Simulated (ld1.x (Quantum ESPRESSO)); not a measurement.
**What one change does to a pseudopotential (osmium, ultrasoft)**

ld1.x (Quantum ESPRESSO) 7.5 input, shortened:

```
&input
   title='Os', zed=76., rel=1, dft='PBESOL', iswitch=3,
   config='[Xe] 4f14 5d6 6s2 6p0'
 /
 &inputp
   pseudotype=3, tm=.true., lloc=-1, rcloc=2.55,
   nlcc=.false.,
   which_augfun='PSQ', rmatch_augfun=2.05
 /
6
6S  1  0   2.00   0.00  2.30  2.90  0.0
6S  1  0   0.00  -0.15  2.30  2.90  0.0
6P  2  1   0.00   0.00  2.55  3.10  0.0
6P  2  1   0.00   0.40  2.55  3.10  0.0
5D  3  2   6.00   0.00  1.90  2.45  0.0
5D  3  2   0.00   2.95  1.90  2.45  0.0
 &test
   configts(1)='5d6 6s2 6p0'
 /
```

Change: wave 6p channel at 0.4 Ry: rcut 2.55, rcutus 3.10 bohr becomes 6p channel at 3.04 Ry: rcut 2.55, rcutus 3.10 bohr.

Cutoffs: the cutoffs (Ry, on a coarse ladder) from which the occupation-weighted sum of valence levels, in a spherical-Bessel basis at the reference potential, stays within 10 and 1 mRy of its value at 400 Ry; they do not see the model core or the augmentation charge, which bear on the density cutoff. Errors are all-electron minus pseudo energies relative to the spin-unpolarised reference configuration.

Problem. How do hardness, ghosts and transferability respond?

Solution. The potential gets neither clearly harder nor softer (18 Ry and 30 Ry → 18 Ry and 30 Ry); of the 7 tests that both files solve, the error grows in 1 and shrinks in 1 by more than 15 % and 0.3 meV (median size 6.6 → 6.6 meV); the range in which the p phases agree widens (upper end 2.6 → 3.7); neither file shows a bound ghost.

```csv
quantity,base,changed
"cutoff, loose",18 Ry,18 Ry
"cutoff, tight",30 Ry,30 Ry
bound ghosts,none,none
"error for 5d6 6s1 6p0, meV [ΔE 9.62 eV]",-0.4,-0.4
"error for 5d6 6s0 6p0, meV [ΔE 26.56 eV]",+22,+22
"error for 5d5 6s0 6p0, meV [ΔE 55.44 eV]",-21,-21
"error for 5d6 6s0 6p1, meV [ΔE 15.84 eV]",+0.4,+1.2
"error for 5d7 6s0 6p0, meV [ΔE 9.08 eV]",+49,+49
"error for 5d5 6s2 6p0, meV [ΔE 11.12 eV]",+6.6,+6.6
"error for 5d6 6s0 6p2, meV [ΔE 10.55 eV]",-0.4,-0.1
s: phases at 3.36 bohr within 0.05 rad from the reference energy up to (Ry; the scan ends near 5),1.7,1.7
p: phases at 3.36 bohr within 0.05 rad from the reference energy up to (Ry; the scan ends near 5),2.6,3.7
d: phases at 3.36 bohr within 0.05 rad from the reference energy up to (Ry; the scan ends near 5),to the end of the scan,to the end of the scan
lowest overlap eigenvalue by channel,"s 0.32, p 0.52, d 0.86","s 0.32, p 0.79, d 0.86"
```
